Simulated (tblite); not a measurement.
C6H9N3O.
Atom-mapped SMILES: `[CH3:1][CH:2]([CH3:3])[n:4]1[n:5][n:6][cH:7][c:8]1[CH:9]=[O:10]` (hydrogens: H11, H12, H13 on C1; H14 on C2; H15, H16, H17 on C3; H18 on C7; H19 on C9)

The geometry is computed with GFN2-xTB (gas phase).

Question: List the bond lengths, angles and torsions at this level.

Answer: 
| bond | length (pm) |
| --- | --- |
| C1–C2, C2–C3 | 152.6 |
| C2–N4 | 144.7 |
| N4–N5 | 131.1 |
| N5–N6 | 128.8 |
| N6–C7 | 133.4 |
| C7–C8 | 139.5 |
| C8–C9 | 144.4 |
| C9=O10 | 120.8 |
| N4–C8 | 136.6 |
| C1–H11 and 5 like bonds | 108.7 |
| C2–H14 | 109.5 |
| C7–H18 | 107.0 |
| C9–H19 | 110.6 |

Bonds in one row agree within 1 pm and their mean is given. A selection of angles:
| angle | degrees |
| --- | --- |
| C1–C2–C3 | 111.7 |
| C1–C2–N4 | 109.3 |
| C2–N4–N5 | 121.8 |
| C2–N4–C8 | 128.3 |
| N5–N4–C8 | 109.9 |
| N4–N5–N6 | 109.7 |
| N5–N6–C7 | 108.9 |
| N6–C7–C8 | 108.3 |
| C7–C8–C9 | 130.0 |
| N4–C8–C7 | 103.2 |
| N4–C8–C9 | 126.8 |
| C8–C9–O10 | 126.2 |

Torsions: C1–C2–N4–N5 35° (synclinal); C7–C8–C9–O10 177° (antiperiplanar). The mirror-image conformer, all signs reversed, is as good.

The C–N distances run from 1.334 Å (N6–C7, aromatic) to 1.447 Å (C2–N4, drawn single), a spread of 0.113 Å. The C–C distances run from 1.395 Å (C7–C8, aromatic) to 1.529 Å (C2–C3, drawn single), a spread of 0.134 Å. N4 (pyrrole-type nitrogen) is planar (angles 128.3°, 121.8° and 109.9°, sum 360.0°, 0.02 Å off the plane of its three neighbours). The 2 N–N bonds span 1.288 Å (N5–N6, aromatic) to 1.311 Å (N4–N5, aromatic), a spread of 0.023 Å. Of the pairs four or more bonds apart, O10···H14 is among the closest relative to their van der Waals radii: 2.32 Å, 85 % of the sum of Bondi's values. The 5-membered ring N4–N5–N6–C7–C8 has internal angles of 103.2° to 109.9°; it is planar, 0.00 Å rms from its mean plane, widest ring torsion 0°.

Point group: C1 (no symmetry element, even within 0.4 Å). Its lowest GFN2-xTB frequency is 11 cm⁻¹, too small to tell a flat minimum from a shallow saddle. The numbers are those of one conformer. 2 starts were optimised and ended at 0.00 and 3.38 kcal/mol (GFN2-xTB); the lowest of these is shown.
